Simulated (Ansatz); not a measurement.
Calculation: PBE0-D4/def2-TZVP run with Ansatz (an electronic-structure program). No frequencies were computed at this level.

Ansatz 0.2 input:
```yaml
crystal:
  periodic: [false, false, false]
  atoms:
    - { symbol: O, position_ang: [1.228855, -0.247233, 0.453047] }
    - { symbol: Ga, position_ang: [-0.025906, 0.93427, -0.021561] }
    - { symbol: O, position_ang: [-1.613727, 0.228994, -0.492416] }
    - { symbol: H, position_ang: [2.134759, -0.193729, 0.745345] }
    - { symbol: H, position_ang: [-1.723981, -0.722302, -0.466976] }
basis:
  gaussian: { orbitals: def2-tzvp }
hamiltonian:
  xc: pbe0
  dispersion: d4
relax:
  max_steps: 150
magnetization:
  spin_polarized: true
  initial_magnetization: 1
```

Output:

```
Functional definition: PBE0
803 factors; their error is unknown
mean field evaluation 1: about -56484.0899 eV, gradient 5.9e1 eV
mean field evaluation 2: about -56436.6043 eV, gradient 1.2e2 eV
mean field evaluation 4: about -56495.2900 eV, gradient 8.2e0 eV
mean field evaluation 8: about -56495.5234 eV, gradient 2.0e-1 eV
mean field evaluation 16: about -56495.7208 eV, gradient 1.6e-4 eV
mean field -56495.72080933 eV, -2076.1794455679 hartree, gradient 5.0e-5 eV, S^2 0.753069; 0 other end points of the search recorded, 0 dependent functions left out
reference -56495.72083481 eV, -2076.1794465044 hartree; 25, 24 occupied and 97, 98 virtual orbitals, 803 factors
relax step   1: F+E_penalty+E_count = -56495.77546091 eV  Δ(F+E_penalty+E_count) = +0.000e0 eV  max|allowed force component| = 6.374e-1 eV/Å  Δτ_max = 0.0000 Å  (30 SCF iters, accepted)
these checks for a lower state are left out or cut short: starts, cluster_reference, orbital_swaps, neighbouring_geometries, increment
803 factors; their error is unknown
mean field -56495.76158809 eV, -2076.1809441598 hartree, gradient 1.1e-5 eV, S^2 0.753008; 0 other end points of the search recorded, 0 dependent functions left out
reference -56495.76161347 eV, -2076.1809450926 hartree; 25, 24 occupied and 97, 98 virtual orbitals, 803 factors
relax step   2: F+E_penalty+E_count = -56495.81636083 eV  Δ(F+E_penalty+E_count) = -4.090e-2 eV  max|allowed force component| = 6.172e-1 eV/Å  Δτ_max = 0.0341 Å  (33 SCF iters, accepted)
these checks for a lower state are left out or cut short: starts, cluster_reference, orbital_swaps, neighbouring_geometries, increment
803 factors; their error is unknown
mean field evaluation 32: about -56495.7621 eV, gradient 1.2e-5 eV
mean field -56495.76214262 eV, -2076.1809645383 hartree, gradient 1.2e-5 eV, S^2 0.753092; 0 other end points of the search recorded, 0 dependent functions left out
reference -56495.76216770 eV, -2076.1809654598 hartree; 25, 24 occupied and 97, 98 virtual orbitals, 803 factors
relax step   3: F+E_penalty+E_count = -56495.81677018 eV  Δ(F+E_penalty+E_count) = -4.094e-4 eV  max|allowed force component| = 1.884e0 eV/Å  Δτ_max = 0.1840 Å  (39 SCF iters, accepted)
these checks for a lower state are left out or cut short: starts, cluster_reference, orbital_swaps, neighbouring_geometries, increment
803 factors; their error is unknown
mean field -56495.80409690 eV, -2076.1825063296 hartree, gradient 2.6e-5 eV, S^2 0.753190; 0 other end points of the search recorded, 0 dependent functions left out
reference -56495.80412254 eV, -2076.1825072720 hartree; 25, 24 occupied and 97, 98 virtual orbitals, 803 factors
relax step   4: F+E_penalty+E_count = -56495.85789185 eV  Δ(F+E_penalty+E_count) = -4.112e-2 eV  max|allowed force component| = 5.479e-1 eV/Å  Δτ_max = 0.1664 Å  (32 SCF iters, accepted)
these checks for a lower state are left out or cut short: starts, cluster_reference, orbital_swaps, neighbouring_geometries, increment
803 factors; their error is unknown
mean field -56495.83226997 eV, -2076.1835416710 hartree, gradient 8.8e-6 eV, S^2 0.753101; 0 other end points of the search recorded, 0 dependent functions left out
reference -56495.83229515 eV, -2076.1835425962 hartree; 25, 24 occupied and 97, 98 virtual orbitals, 803 factors
relax step   5: F+E_penalty+E_count = -56495.88690030 eV  Δ(F+E_penalty+E_count) = -2.901e-2 eV  max|allowed force component| = 2.586e-1 eV/Å  Δτ_max = 0.1203 Å  (32 SCF iters, accepted)
these checks for a lower state are left out or cut short: starts, cluster_reference, orbital_swaps, neighbouring_geometries, increment
803 factors; their error is unknown
mean field -56495.83549290 eV, -2076.1836601115 hartree, gradient 1.2e-5 eV, S^2 0.753041; 0 other end points of the search recorded, 0 dependent functions left out
reference -56495.83551809 eV, -2076.1836610369 hartree; 25, 24 occupied and 97, 98 virtual orbitals, 803 factors
relax step   6: F+E_penalty+E_count = -56495.89010118 eV  Δ(F+E_penalty+E_count) = -3.201e-3 eV  max|allowed force component| = 1.360e-2 eV/Å  Δτ_max = 0.0150 Å  (36 SCF iters, accepted)
these checks for a lower state are left out or cut short: starts, cluster_reference, orbital_swaps, neighbouring_geometries, increment
803 factors; their error is unknown
mean field -56495.83550611 eV, -2076.1836605967 hartree, gradient 1.9e-5 eV, S^2 0.753029; 0 other end points of the search recorded, 0 dependent functions left out
reference -56495.83553128 eV, -2076.1836615218 hartree; 25, 24 occupied and 97, 98 virtual orbitals, 803 factors
relax step   7: F+E_penalty+E_count = -56495.89013529 eV  Δ(F+E_penalty+E_count) = -3.411e-5 eV  max|allowed force component| = 8.096e-3 eV/Å  Δτ_max = 0.0023 Å  (27 SCF iters, accepted)
803 factors; their error is unknown
mean field evaluation 64: about -56438.0088 eV, gradient 1.2e2 eV
mean field -56495.83550611 eV, -2076.1836605967 hartree, gradient 2.1e-5 eV, S^2 0.753029; 1 other end points of the search recorded, 0 dependent functions left out
reference -56495.83553128 eV, -2076.1836615218 hartree; 25, 24 occupied and 97, 98 virtual orbitals, 803 factors
Total energy: -56495.89016046 eV, -2076.1856691071 hartree
Atom 0 at     1.194546    -0.392721     0.453831 Å, force    -0.007240    -0.002106    -0.002069 eV/Å
Atom 1 at     0.005047     0.881862    -0.011030 Å, force    -0.001273    -0.001457    -0.000273 eV/Å
Atom 2 at    -1.611107     0.267931    -0.493563 Å, force     0.001101    -0.000889     0.000377 eV/Å
Atom 3 at     2.058550    -0.063773     0.712149 Å, force     0.008096     0.002806     0.002313 eV/Å
Atom 4 at    -1.647036    -0.693299    -0.443948 Å, force    -0.000684     0.001647    -0.000349 eV/Å
Dipole moment:     0.345141     0.129787     0.103287 e Å
```

Cost: about 40 core-seconds (a rough figure).
